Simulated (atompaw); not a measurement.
# Reading a pseudo-wave (iron)

Columns: radius, all-electron u(r) and pseudo u(r) of the 4s shell (level -4.26 eV) of iron in the configuration [Ar] 3d7 4s1 4p0; PBE, scalar-relativistic, PAW (atompaw) scheme, atompaw 4.2.0.5.

```
r (bohr)  all-electron  pseudo
   0.115        0.0905  0.0296
   0.231        0.1219  0.0597
   0.346       -0.0415  0.0899
   0.462       -0.1867  0.1208
   0.577       -0.2473  0.1522
   0.692       -0.2323  0.1843
   0.808       -0.1673  0.2175
   0.923       -0.0772  0.2512
   1.038        0.0217  0.2855
   1.154        0.1200  0.3207
   1.269        0.2104  0.3558
   1.385        0.2918  0.3911
   1.500        0.3615  0.4255
   1.615        0.4206  0.4586
   1.731        0.4698  0.4901
   1.846        0.5092  0.5187
   1.962        0.5404  0.5439
   2.077        0.5638  0.5647
   2.192        0.5806  0.5807
   2.308        0.5918  0.5917
   2.423        0.5978  0.5978
   2.538        0.5995  0.5995
   2.654        0.5974  0.5974
   2.769        0.5922  0.5922
   2.885        0.5842  0.5842
   3.000        0.5740  0.5740
```

Question: How many radial nodes do the two functions have?

Answer: The all-electron 4s function has n − l − 1 = 3 (the table is too coarse to show those close to the nucleus); the pseudo-wave has 0, since the states of the same l below it are removed with the core.

Question: At about which radius was the pseudo-wave matched?

Answer: 2.50 bohr. The columns agree to 0.0005 from 2.19 bohr on; several derivatives are matched, so the curves merge somewhat inside the radius.

Question: Is the pseudo-wave norm-conserving?

Answer: No, it belongs to a PAW set: the norm inside the radius is not constrained, and the difference is carried by the augmentation charge.
